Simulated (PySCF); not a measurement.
SMILES B1(Cl)NB(Cl)NB(Cl)N1 (H₃B₃Cl₃N₃) at its PBE0/def2-SVP optimised geometry (Å):

```
12

Cl    -2.0261     2.7777     0.0000
B     -1.1212     1.2511     0.0000
N      0.3020     1.2511     0.0000
B      1.0422     0.0355     0.0011
Cl     2.8166     0.0559     0.0017
N      0.3308    -1.1971     0.0018
B     -1.0921    -1.2299     0.0012
Cl    -1.9602    -2.7777     0.0017
N     -1.8042     0.0024     0.0003
H      0.7978     2.1338    -0.0005
H      0.8471    -2.0680     0.0026
H     -2.8166    -0.0094    -0.0001
```

Method: PBE0/def2-TZVP run with PySCF.

Map of the Laplacian of the electron density (e/bohr⁵) on the plane z = 1.2 Å:

```
|0000000000000000000000000000000|
|0000000000000000000000000000000|
|0000000000000000000000000000000|
|0000000011110000000000000000000|
|0000001234321000000000000000000|
|0000002467642000000000000000000|
|0000013589852100000000000000000|
|0000013689853100000000000000000|
|0000012578753111111000000000000|
|0000001345543223332100000000000|
|0000000123333334543100000000000|
|0000000112333445653211111100000|
|0000000112333445653212233210000|
|0000000123443334443323566421000|
|0000001245543223343335798631000|
|0000001246653222333345899741000|
|0000001245543223443334688631000|
|0000000123443334544323455421000|
|0000000112333445654211222210000|
|0000000012333345653210011000000|
|0000000123333334443100000000000|
|0000001245543222322100000000000|
|0000002468753211111000000000000|
|0000012589963100000000000000000|
|0000012589863100000000000000000|
|0000001367642100000000000000000|
|0000001234321000000000000000000|
|0000000011110000000000000000000|
|0000000000000000000000000000000|
|0000000000000000000000000000000|
|0000000000000000000000000000000|
```
Scale: ten equal steps from 0.000 (start of '0') to 0.085 (end of '9'), in the order '0123456789'; x runs from -5.00 to 5.00, y from -5.00 (bottom) to 5.00 (top).
